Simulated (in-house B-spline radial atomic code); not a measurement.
A calculation on the molybdenum ion Mo⁸⁺: its settings, and results tabulated from the run. Computed with a radial B-spline atomic code at the basis-set limit: Dirac-Kohn-Sham BP86, spherical fractional occupations, Fermi nucleus of rms radius 4.4091 fm.

Command:
```bash
python run_scf.py task.json out
```
Settings (nuclear radius in fm, mass in u):
```
Z                42
configuration    [Ar] 3d10 4s2 4p4
hamiltonian      dirac
method           b88,p86
spin_polarised   False
nucleus          fermi
rms_radius       4.4091
atomic_mass      97.9054
speed_of_light   137.035999084
```

Output (hartree, bohr):
```
 radial grid: 65 intervals, B-splines of order 8, outer radius 11.954 bohr

 iter        energy (Eh)    residual
    1       -4022.838772    7.71e-01
    2       -4029.303020    5.63e-01
    3       -4032.091993    1.19e-01
    4       -4032.235870    2.32e-02
    5       -4032.240848    1.47e-02
    6       -4032.243020    7.01e-04
    7       -4032.243025    2.01e-05
    8       -4032.243025    6.06e-07
    9       -4032.243025    1.54e-08

 total energy                     -4032.24303
 kinetic                            4181.9515
 electron-nucleus                  -9573.8710
 Hartree                            1479.9200
 exchange-correlation               -120.2436

 first-order corrections (not in the total)
   Gaunt                             2.6925
   retardation                      -0.2669
   frequency dependence             -0.0165
   self-energy                       1.8124
   Uehling                          -0.2073
   Wichmann-Kroll                    0.0031
   recoil                            0.0159

 orbital      occ     eigenvalue          <r>       <r^2>       <1/r>     <1/r^3>     <1/r^2>       r_max    small
 1s1/2      2.000      -733.2829    0.0351626  0.00166836     43.5542           -     4007.43     0.02287  2.35e-02
 2s1/2      2.000      -107.8377      0.15334   0.0277753     9.91524           -     437.942      0.1297  4.81e-03
 2p1/2      2.000       -99.6152     0.130711   0.0209722     9.89137           -     142.016      0.1009  4.82e-03
 2p3/2      4.000       -95.6959     0.135283   0.0223365     9.41819     2399.94      120.96      0.1047  4.66e-03
 3s1/2      2.000       -22.3848     0.427612    0.209529     3.39984           -     80.0209      0.3833  1.29e-03
 3p1/2      2.000       -19.2554     0.421921    0.207296     3.30004           -     25.5902      0.3704  1.24e-03
 3p3/2      4.000       -18.6058     0.432322     0.21741     3.18645     402.892     21.9237      0.3796  1.19e-03
 3d3/2      4.000       -13.0797     0.410285    0.202088     3.00234     59.0319     11.4901      0.3199  1.08e-03
 3d5/2      6.000       -12.9560     0.413685    0.205292     2.97302     56.9691     11.2257      0.3226  1.07e-03
 4s1/2      2.000        -6.7854      1.03251     1.19769     1.33217           -     16.1979      0.9575  3.41e-04
 4p1/2      1.333        -5.8099      1.09071     1.34368     1.24383           -     5.03178       1.003  3.07e-04
 4p3/2      2.667        -5.6913      1.11065     1.39263     1.21512     74.2344     4.38869       1.023  2.99e-04
```

Time taken, with all properties: 1.4 s on 1 thread of Arm Neoverse V2, on a shared host.

For the Dirac Hamiltonian the kinetic term is c α·p + (β - 1)c².
